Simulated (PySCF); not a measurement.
**NMR data sheet: C8H8O**

- Formula: C8H8O
- SMILES: Cc1ccccc(=O)c1
- Point group of the computed structure: Cs
- Degrees of unsaturation: 5
- Carbon signals: 8
- Proton signals: 6

Atoms are numbered as in `[CH3:1][c:2]1[cH:3][cH:4][cH:5][cH:6][c:7](=[O:8])[cH:9]1`. Hydrogens are named by the atom that carries them.

How the numbers were obtained: PBE0/pcSseg-1 with gauge-including orbitals, GFN2-xTB structure, in PySCF (relativity neglected, one conformer, one averaged value for each set of equivalent atoms, isolated molecule).

Chemical shifts δ = σref − σ; TMS for $^{1}$H and $^{13}$C; $^{17}$O against H2O, all at this level.

```tsv
carbon	δC, type	δH (multiplicity)	HMBC from (2–3 bonds)	span of the C tensor (ppm)
C1	30.4, CH3	2.33 (s)	H(C9), H(C3)	56
C2	149.8, C	–	H(C9), H(C4), H(C3), H(C1)	242
C3	144.5, CH	6.90 (m)	H(C9), H(C5), H(C4), H(C1)	211
C4	139.6, CH	6.93 (m)	H(C6), H(C5), H(C3)	224
C5	139.0, CH	7.08 (m)	H(C6), H(C4), H(C3)	236
C6	154.5, CH	7.15 (m)	H(C9), H(C5), H(C4)	189
C7	187.4, C	–	H(C9), H(C6), H(C5)	180
C9	152.7, CH	7.18 (s)	H(C6), H(C3), H(C1)	161
```

Other nuclei:
```csv
atoms,nucleus,environment,δ (ppm),σ (ppm)
O8,$^{17}$O,carbonyl oxygen,606.8,-270.7
```

1. Carbon types of the structure: 2 × C, 5 × CH, 1 × CH3, which accounts for all hydrogens.
2. δC 187.4: ring carbonyl carbon.
3. δC 154.5, 152.7, 144.5, 139.6, 139.0: unsaturated ring CH.
4. δC 149.8: unsaturated ring carbon.
5. δC 30.4: methyl carbon on an unsaturated ring; aliphatic region, no heteroatom directly attached.
6. δH 2.33: hydrogen on a methyl carbon on an unsaturated ring.

Shifts are as computed. Against solution values, carbons near 30 ppm lie about +3 ppm off and those near 130 ppm about +5 ppm. Of 1211 compounds with measured shifts, 218 miss one by over three times the rms of a fit or turn the order of signals round; such compounds aren't used in these exercises. Unscaled 17O shifts of doubly bonded oxygen tend to come out too high, by tens of ppm or more. Experimental scales use liquid or dissolved standards, which lie at an offset from isolated H2O (liquid H2O: subtract about 36 ppm). Multiplicities follow the n + 1 count of equivalent neighbours, as no J values were calculated; m marks all less simple cases, F and P coupling included.
